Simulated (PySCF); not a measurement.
Correlation energy of Hg²⁺ (mercury, charge +2)

[Xe] 4f14 5d10, closed-shell 1S. All numbers are calculated (PySCF 2.14, a scalar-relativistic core potential, in def2-TZVP with the def2 core potential (60 electrons)). Frozen: 5s2 5p6; 10 electrons correlated.

Total MP2 correlation energy: -225.25 mhartree.

Same-spin part -79.55 and opposite-spin part -145.70 mhartree; SCS-MP2 scales them by 1/3 and 6/5 to -201.36 mhartree.

```tsv
level	correlation energy (mhartree)
CCSD	-218.32
(T)	-2.45
CCSD(T)	-220.77
```

Diagnostics: T1 = 0.0047, D1 = 0.0066, largest double amplitude 0.021.

Task: Is a single reference adequate?

Result: Yes, within this model without spin-orbit coupling: T1 lies below 0.03 and no double amplitude reaches 0.07.
